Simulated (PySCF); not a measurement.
Be⁺: excitation energy

Be⁺ [He] 2s1 (2S) → Be⁺ [He] 2p1 (2P), as a difference of total energies. All numbers are calculated (PySCF 2.14, no relativity, point nucleus, in dyall-av2z (11s7p2d, 42 functions)). The calculations carry no spin-orbit coupling.

```
   method  excitation energy (eV)
      UHF                   3.983
      LDA                   3.496
      PBE                   3.448
     PBE0                   3.587
   r2SCAN                   3.531
    B97-3                   3.466
  wB97X-V                   3.716
BHandHLYP                   3.704
     MN15                   3.521
```

For comparison: 3.959 eV (measured; NIST levels, between the centres of gravity of the two terms).
